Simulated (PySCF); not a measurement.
Molecule: `InChI=1S/C8H12/c1-2-8-6-4-3-5-7-8/h1,8H,3-7H2`.

Structure with atom numbers: `[CH:1]#[C:2][CH:3]1[CH2:4][CH2:5][CH2:6][CH2:7][CH2:8]1`. Each H is labelled by its parent atom. Ha(C4), Ha(C5), Ha(C6), Ha(C7), Ha(C8) are cis to C2 on the ring; Hb(C4), Hb(C5), Hb(C6), Hb(C7), Hb(C8) are trans to C2 on the ring.

Geometry PBE0-D3(BJ)/def2-SVP throughout; GIAO in PySCF, gas phase, one conformer, non-relativistic; equivalent atoms averaged; basis pcSseg-1.

For orientation, PBE0 gives these absolute shieldings σ: C2 92.4, C5/C7 156.3, H(C1) 29.40, Hb(C4)/Hb(C8) 29.46, H(C3) 29.33, Ha(C5)/Ha(C7) 29.67, Ha(C4)/Ha(C8) 30.11, Hb(C5)/Hb(C7) 30.17, Ha(C6) 30.21 ppm.

A run gave: C2 98.5, C5/C7 156.8, H(C1) 29.46, Hb(C4)/Hb(C8) 29.39, H(C3) 29.12, Ha(C5)/Ha(C7) 29.59, Ha(C4)/Ha(C8) 29.99, Hb(C5)/Hb(C7) 30.05, Ha(C6) 30.10 ppm (absolute shieldings σ).

**Question.** Which functional was used in that run?
A. OPBE
B. mPW1PW91
C. BLYP
D. LC-wPBE

**Answer.** A. C2 tells them apart best: OPBE gives 98.5, mPW1PW91 gives 92.1, BLYP gives 85.4, LC-wPBE gives 93.2 ppm.
